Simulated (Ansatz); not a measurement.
Single points on the cluster Be2O3⁻.

```yaml
crystal:
  periodic: [false, false, false]
  atoms:
    - {symbol: Be, position_ang: [0.067521, -1.419864, -0.203299]}
    - {symbol: Be, position_ang: [-0.066504, 1.420038, 0.202458]}
    - {symbol: O, position_ang: [0.130966, -2.831941, -0.404556]}
    - {symbol: O, position_ang: [-0.136013, 2.831595, 0.405289]}
    - {symbol: O, position_ang: [0.004030, 0.000171, 0.000118]}
basis:
  gaussian: {orbitals: def2-TZVPD, initial_orbitals: start.molden}
total_charge: -1
magnetization: {spin_polarized: true, initial_magnetization: 1}
hamiltonian: {xc: {name: B3LYP}, dispersion: d4}
scf: {omitted_lower_state_checks: [starts]}
output: {orbitals: {seedname: orbitals}}
```

The file start.molden holds the orbitals of an earlier run on this structure, at another level or in another basis.

```sh
$ ansatz run in.yaml --threads 4 --pin off --events-out ev --progress --plain --max-ram 3916MiB
```

Output, abridged:

```
Functional definition: B3LYP
866 factors; their error is unknown
mean field evaluation 1: about -6951.7781 eV, gradient 4.4e0 eV
mean field evaluation 2: about -6951.8191 eV, gradient 4.3e-2 eV
mean field evaluation 4: about -6951.8335 eV, gradient 1.0e-4 eV
mean field evaluation 8: about -6951.8335 eV, gradient 1.4e-5 eV
mean field -6951.83345764 eV, -255.4751674464 hartree, gradient 2.5e-6 eV, S^2 0.773199; 0 other end points of the search recorded, 0 dependent functions left out
reference -6951.83371081 eV, -255.4751767502 hartree; 17, 16 occupied and 147, 148 virtual orbitals, 866 factors
Total energy: -6951.96718091 eV, -255.4800816859 hartree
Checks for a lower state left out: starts
```

Run time 11 s (4 threads of Arm Neoverse V2 on a shared host).

The first input with `hamiltonian: {xc: {text: "exchange = 0.85*pbe_x + 0.15*exact_x\ncorrelation = pbe_c"}}` (abridged; 9 s):

```
Functional definition: unnamed
mean field -6943.10386353 eV, -255.1543607801 hartree, gradient 4.8e-6 eV, S^2 0.768844
Total energy: -6943.10390854 eV, -255.1543624339 hartree
Checks for a lower state left out: starts
```

First input, but with `gaussian: {orbitals: STO-3G}`, `hamiltonian: {xc: hf}` (abridged; 0.35 s):

```
Functional definition: HF
mean field evaluation 16: about -6815.5616 eV, gradient 2.4e-5 eV
mean field evaluation 32: about -6815.5616 eV, gradient 1.3e-4 eV
a density is far from that of the atoms, so the factors are made again for it
mean field -6815.56884154 eV, -250.4675351682 hartree, gradient 6.7e-6 eV, S^2 1.375528
Total energy: -6815.56884154 eV, -250.4675351682 hartree
Checks for a lower state left out: starts
```

The first input with `gaussian: {orbitals: def2-SVPD, initial_orbitals: start.molden}`, `hamiltonian: {xc: pbe, dispersion: d4}` (abridged; 6 s):

```
Functional definition: PBE
mean field evaluation 16: about -6935.8507 eV, gradient 5.7e-5 eV
mean field -6935.85069002 eV, -254.8878115697 hartree, gradient 2.5e-6 eV, S^2 0.757389
Total energy: -6935.93399365 eV, -254.8908729219 hartree
Checks for a lower state left out: starts
```

First input, but with `hamiltonian: {xc: {name: r2SCAN0}, dispersion: d4}` (abridged; 9.5 s):

```
Functional definition: r2SCAN0
mean field -6946.24906140 eV, -255.2699446697 hartree, gradient 9.3e-6 eV, S^2 0.791371
Total energy: -6946.27377512 eV, -255.2708528822 hartree
Checks for a lower state left out: starts
```

As the first input, with `hamiltonian: {xc: {text: "exchange = 0.90*pbe_x + 0.10*exact_x\ncorrelation = pbe_c"}}` (abridged; 8.5 s):

```
Functional definition: unnamed
mean field -6943.24475274 eV, -255.1595383627 hartree, gradient 3.9e-6 eV, S^2 0.764454
Total energy: -6943.24480010 eV, -255.1595401033 hartree
Checks for a lower state left out: starts
```

As the first input, with `gaussian: {orbitals: 6-31G}`, `hamiltonian: {xc: hf}` (abridged; 0.3 s):

```
Functional definition: HF
mean field evaluation 16: about -6910.0012 eV, gradient 2.4e0 eV
mean field -6910.39886294 eV, -253.9524741766 hartree, gradient 3.1e-6 eV, S^2 0.753974
Total energy: -6910.39886294 eV, -253.9524741766 hartree
Checks for a lower state left out: starts
```

Geometry: r2SCAN-D4/def2-TZVPD.

B3LYP takes the VWN-RPA correlation. At HF/STO-3G the charge -1 doublet is spin-contaminated (final ⟨S²⟩ up to 1.38, 0.75 for a pure state). At HF/STO-3G the highest occupied level of the charge -1 doublet lies above zero (up to 2.85 eV). In Hartree–Fock with STO-3G the lack of diffuse functions raises the level. The structure comes from a short search, and lower isomers may exist.
